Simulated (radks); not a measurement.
Values are calculated unless marked as measured or tabulated.
Charge is removed step by step from the 3p down level of Fe3+, starting from [Ne] 3s2 3p(up 3, down 3) 3d5. Level of theory: scalar-relativistic Kohn-Sham, BLYP, spin-polarised, spherical densities, point nucleus; open shells are filled with parallel spins first (a radial shooting solver on a logarithmic mesh with Libxc functionals).

removed (e)  E - E(0) (eV)  eigenvalue (eV)  E minus straight line (eV)
0                    0.000          -93.007                       0.000
0.1                  9.397          -94.974                      -0.910
0.2                 18.991          -96.958                      -1.622
0.3                 28.785          -98.961                      -2.134
0.4                 38.779          -100.98                      -2.446
0.5                 48.977          -103.02                      -2.554
0.6                 59.379          -105.07                      -2.459
0.7                 69.987          -107.14                      -2.157
0.8                 80.803          -109.22                      -1.647
0.9                 91.828          -111.32                      -0.929
1                   103.06          -113.43                       0.000

Removing the whole electron costs 103.06 eV by Delta-SCF, against 93.007 eV from minus the eigenvalue at the starting occupation. Slater's transition state (half an electron removed) gives 103.02 eV. Integrating minus the eigenvalue over the occupation (Janak's theorem) gives 103.09 eV. In this scalar-relativistic scheme the density is built from large components alone, so the theorem holds only approximately. The mean slope of the eigenvalue, de/dn, is 20.4 eV per electron.
